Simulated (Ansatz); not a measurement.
C3H4O, SMILES `C=C[C]O` (lower singlet; C–C–C–O torsion -180°, C–C–O–H torsion 0°) (charge 0, multiplicity 1). This singlet lies 0.62 eV below the relaxed triplet at the level B3LYP/cc-pVTZ // PBE0-D3(BJ)/def2-TZVP (Ansatz, a program for electronic structure).

Calculation: LC-ωPBE/cc-pVTZ // PBE0-D3(BJ)/def2-TZVP in Ansatz.

Ansatz 0.2 input:
```yaml
crystal:
  periodic: [false, false, false]
  atoms:
    - { symbol: C, position_ang: [-1.400509, -0.051587, -0.082602] }
    - { symbol: C, position_ang: [-0.092767, 0.193317, -0.005976] }
    - { symbol: C, position_ang: [0.834621, -0.931667, 0.049252] }
    - { symbol: O, position_ang: [2.075537, -0.537359, 0.123009] }
    - { symbol: H, position_ang: [-1.743911, -1.080037, -0.10264] }
    - { symbol: H, position_ang: [-2.140798, 0.739432, -0.126057] }
    - { symbol: H, position_ang: [0.282735, 1.227784, 0.015624] }
    - { symbol: H, position_ang: [2.185094, 0.440118, 0.129389] }
basis:
  gaussian: { orbitals: cc-pVTZ }
hamiltonian:
  xc: lc_wpbe
```

Output:

```
Functional definition: LC-wPBE
899 factors; their error is unknown
281 factors; integrals over basis functions are off by at most 2.2e-5 eV
mean field evaluation 1: about -5215.1133 eV, gradient 3.9e1 eV
mean field evaluation 2: about -5216.6553 eV, gradient 3.0e1 eV
mean field evaluation 4: about -5218.0516 eV, gradient 1.8e0 eV
mean field evaluation 8: about -5218.0635 eV, gradient 1.3e-1 eV
mean field evaluation 16: about -5218.0411 eV, gradient 2.6e-4 eV
mean field -5218.04109430 eV, -191.7594733003 hartree, gradient 5.7e-5 eV, S^2 0.000000; 0 other end points of the search recorded, 0 dependent functions left out
reference -5218.04109431 eV, -191.7594733005 hartree; 15, 15 occupied and 161, 161 virtual orbitals, 899 factors
Total energy: -5218.04109431 eV, -191.7594733005 hartree
```
